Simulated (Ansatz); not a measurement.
Z-matrix (Å, degrees):
```
C
C 1 1.499
N 1 1.452 2 114.1
H 1 1.097 2 110.1 3 -123.6
H 1 1.098 2 108.7 3 120.1
C 2 1.323 1 124.4 3 135.2
H 2 1.088 1 115.6 3 -46.1
Si 3 1.732 1 118.9 2 99.5
C 3 1.383 1 118.6 2 -75.9
H 6 1.086 2 121.4 1 -2.2
H 6 1.083 2 121.7 1 177.9
H 8 1.483 3 107.5 1 170.0
H 8 1.490 3 112.7 1 -69.6
H 8 1.487 3 108.9 1 49.4
C 9 1.334 3 127.6 1 1.3
H 9 1.087 3 113.2 1 -177.5
H 15 1.081 9 119.0 3 -177.6
H 15 1.081 9 123.3 3 3.6
```

Charge 0, multiplicity 1.

List the CAM-B3LYP/def2-TZVPP orbital energies in eV (Ansatz). (An estimate is asked.)

Ansatz gave: Occupied: -1801.27, -391.74, -279.94, -279.65, -279.03, -278.74, -277.98, -145.82, -101.16, -101.14, -101.12, -27.63, -23.84, -22.38, -20.72, -17.86, -17.66, -16.82, -15.44, -14.46, -14.28, -13.79, -13.07, -12.12, -11.89, -11.51, -11.42, -11.25, -10.42, -9.01, -7.29. Lowest empty: 1.07, 1.51, 1.92, 2.36, 2.45, 2.55, 2.78, 3.13.
